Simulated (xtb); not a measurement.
C2H5O (SMILES [CH2]CO), doublet, at a GFN2-xTB geometry. Base run: GFN2-xTB (xtb 6.7.1).

The xtb input:
```
$ xtb mol.xyz --gfn 2 --uhf 1 --json

# file mol.xyz
8

C      1.23502532     0.24455616     0.01838295
C     -0.02845231    -0.48036327     0.20825019
O     -1.17010918     0.18511102    -0.27092783
H      1.25698436     1.18291950    -0.49910586
H      2.15143949    -0.18706696     0.36554836
H     -0.01490920    -1.44991849    -0.31657984
H     -0.16026187    -0.72702926     1.28348887
H     -1.11181731     1.11504965    -0.02572778
```

The base run was repeated with changes; each row names its change, and settings that it needs were set with it.

```json
[
 {"change": "base", "ΔE vs base (kJ/mol)": "0.00", "dipole (D)": "1.58", "G_solv (kcal/mol)": "-", "SCF cycles": "10"},
 {"change": "acc = 0.1", "ΔE vs base (kJ/mol)": "0.00", "dipole (D)": "1.58", "G_solv (kcal/mol)": "-", "SCF cycles": "11"},
 {"change": "alpb = dmf", "ΔE vs base (kJ/mol)": "-23.13", "dipole (D)": "1.67", "G_solv (kcal/mol)": "-5.92", "SCF cycles": "10"},
 {"change": "etemp = 1000", "ΔE vs base (kJ/mol)": "0.00", "dipole (D)": "1.58", "G_solv (kcal/mol)": "-", "SCF cycles": "10"},
 {"change": "alpb = acetonitrile", "ΔE vs base (kJ/mol)": "-17.43", "dipole (D)": "1.67", "G_solv (kcal/mol)": "-4.41", "SCF cycles": "10"},
 {"change": "acc = 1000", "ΔE vs base (kJ/mol)": "0.07", "dipole (D)": "1.56", "G_solv (kcal/mol)": "-", "SCF cycles": "4"},
 {"change": "gbsa = toluene", "ΔE vs base (kJ/mol)": "-11.43", "dipole (D)": "1.67", "G_solv (kcal/mol)": "-2.80", "SCF cycles": "10"},
 {"change": "etemp = 5000", "ΔE vs base (kJ/mol)": "-3.13", "dipole (D)": "1.48", "G_solv (kcal/mol)": "-", "SCF cycles": "9"},
 {"change": "file = coord", "ΔE vs base (kJ/mol)": "0.00", "dipole (D)": "1.58", "G_solv (kcal/mol)": "-", "SCF cycles": "10"}
]
```

ALPB and GBSA are two models with their own fitted parameters for each solvent, which aren't always the measured dielectric constant.
